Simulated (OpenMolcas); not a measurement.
**I6+: effect of the basis set**

```yaml
Program: OpenMolcas 26.06
Method: "SS-CASPT2, IPEA 0.25 Eh, imaginary shift 0.1 Eh (closed shells correlated: 4d)"
Active_space: 1 electron in 4 orbitals (5s 5p)
State_averaging: 2S+1 = 2 even, 1 root; 2S+1 = 2 odd, 3 roots
Spin-orbit_coupling: state interaction with AMFI integrals over the reference wave functions, term energies averaged over their components
```

A. ANO-R1 [6s5p3d1f], X2C, finite nucleus; CASPT2 step roughly 0.7 core-seconds
B. ANO-RCC-VDZP [6s5p3d1f], DKH2, point nucleus; CASPT2 step roughly 0.8 core-seconds
C. ANO-R2 [7s6p4d2f1g], X2C, finite nucleus; CASPT2 step roughly 1 core-seconds
D. ANO-RCC-VTZP [7s6p4d2f1g], DKH2, point nucleus; CASPT2 step of the order of 0.9 core-seconds
E. ANO-RCC-VQZP [8s7p5d3f2g], DKH2, point nucleus; CASPT2 step of the order of 1.4 core-seconds
F. ANO-R3 [8s7p5d4f3g2h], X2C, finite nucleus; CASPT2 step about 2.9 core-seconds

Energies in cm-1 above 5s 2S 1/2, the measured ground level; measured values from Moore, Atomic Energy Levels, vol. III, NSRDS-NBS 35 (1971 reprint of NBS Circular 467, 1958).

```json
{"Level": "5s 2S 1/2", "A": "0.0", "B": "0.0", "C": "0.0", "D": "0.0", "E": "0.0", "F": "0.0", "Measured": "0.0"}
{"Level": "5p 2P* 1/2", "A": "96298", "B": "108163", "C": "106023", "D": "107206", "E": "106792", "F": "107373", "Measured": "104960"}
{"Level": "5p 2P* 3/2", "A": "109883", "B": "120677", "C": "119271", "D": "121206", "E": "119366", "F": "119875", "Measured": "119960"}
```

Deviations, from unrounded energies. A percentage is the sum of absolute deviations over the sum of measured energies, with the sign that they share, or ± where signs differ.

| Against measurement | Levels | A | B | C | D | E | F |
| --- | --- | --- | --- | --- | --- | --- | --- |
| mean absolute deviation (cm-1) | 2 | 9400 | 2000 | 880 | 1700 | 1200 | 1200 |
| other configurations (%) | 2 | -8.3 | +1.7 | ±0.8 | +1.6 | ±1.1 | ±1.1 |

C lies closest to measurement on these levels and A furthest from it. The largest miss of C in the table is 5p 2P* 1/2, by +1100 cm-1. The ranking rests on the paired levels alone, and a cruder setting can come out closer through cancelling errors.

Among A to F the level of the table that moves most is 5p 2P* 1/2, by 12000 cm-1 (lowest in A, highest in B).

With one active electron, CASPT2 adds the correlation within the correlated inactive shells and between them and that electron, and leaves the splitting within a term as the reference gives it. The basis is small and was not contracted for so high a charge (holds for A; B). Measured partners are found by configuration, term and J. A level has none where our copy of the source lacks it or the pairing is in doubt (some pairs that miss far off the trend of their configuration count as doubtful), and it then counts in no deviation. Only configurations of the active space appear.

* marks odd parity.
